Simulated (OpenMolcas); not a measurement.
## Cr2+: moving or changing the point charges

Cr2+ among 6 point charges of -2 e arranged as an octahedron (Oh), 1.99 Å from the ion.

| Quantity | Value |
| --- | --- |
| Program | OpenMolcas |
| Method | CASSCF |
| Basis | ANO-RCC-VDZP [5s4p2d1f] |
| Scalar Hamiltonian | DKH2, point nucleus |
| Active space | 4 electrons in 5 orbitals (3d) |
| State averaging | 2S+1 = 5 even, 5 roots; 2S+1 = 3 even, 45 roots; 2S+1 = 1 even, 50 roots |
| Spin-orbit coupling | state interaction with AMFI integrals over the reference wave functions |

Runs around this geometry, states (labels of O, the rotations of Oh). Energies in cm-1 above the lowest state or level, χT in cm3 K/mol.

```
R (Å)  q (e)  Ground state  First state of that spin  First gap with spin-orbit (degeneracies)  χT at 300 K  First state of another spin
 1.99   -1.3            5E                  5T2 4973                                7.8 (1, 3)        2.913                    3T1 16183
  1.9     -2            5E                  5T2 9291                                5.7 (1, 3)        2.958                    3T1 12166
 1.99     -2            5E                  5T2 7634                                6.1 (1, 3)        2.947                    3T1 13736
 2.16     -2            5E                  5T2 5357                                7.4 (1, 3)        2.920                    3T1 15853
```

Taking the first state of the same spin as R^-n, n = -ln(5357 / 9291) / ln(2.16 / 1.9) = 4.3 between the shortest and longest distance.

Scaling the charges by -1.3 / -2 = 0.65 scales the first state of the same spin by 4973 / 7634 = 0.65; with fixed orbitals a first-order splitting would follow the charge.

An orbital doublet at a regular site is open to a Jahn-Teller distortion, which this geometry leaves out. Without dynamic correlation the repulsion within the d shell is too large (B by tens of per cent), so at a given field states of lower spin stand too high. The ground term spreads over less than 5000 cm-1, several times less than with real ligands, so orbital moments are less quenched and χT lies further from the spin-only value than at real sites (holds for R = 1.99, q = -1.3). This is an electrostatic model: the charges have no orbitals. No measured value stands beside these numbers.
